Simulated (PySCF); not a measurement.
Hf(O)2 cation (HfO₂), SMILES [O]=[Hf]=[O] (connectivity only; charge and spin as stated), charge +1, multiplicity 2.

The structure is a stationary point at B3LYP-D3(BJ)/def2-TZVP. The multiplicity is an assumed one; other spin states were not compared. The isomer is the one that the SMILES or the coordinates give; other isomers of the formula were not compared. The def2 effective core potentials stand for the cores of Hf; spin–orbit coupling is left out.

Computed with B3LYP-D3(BJ)/def2-TZVP in PySCF 2.14.0.

Frequencies are harmonic and unscaled.

### Question
List the normal modes with their intensities. (An estimate is asked for; the answer gives what the named calculation found.)

### Answer

| mode | ν (cm⁻¹) | IR (km/mol) | moving atoms (share of kinetic energy) |
|---|---|---|---|
| 1 | 197 | 9.7 | O 93 % |
| 2 | 237 | 99.0 | O 91 %, Hf 9 % |
| 3 | 880 | 44.1 | O 92 % |
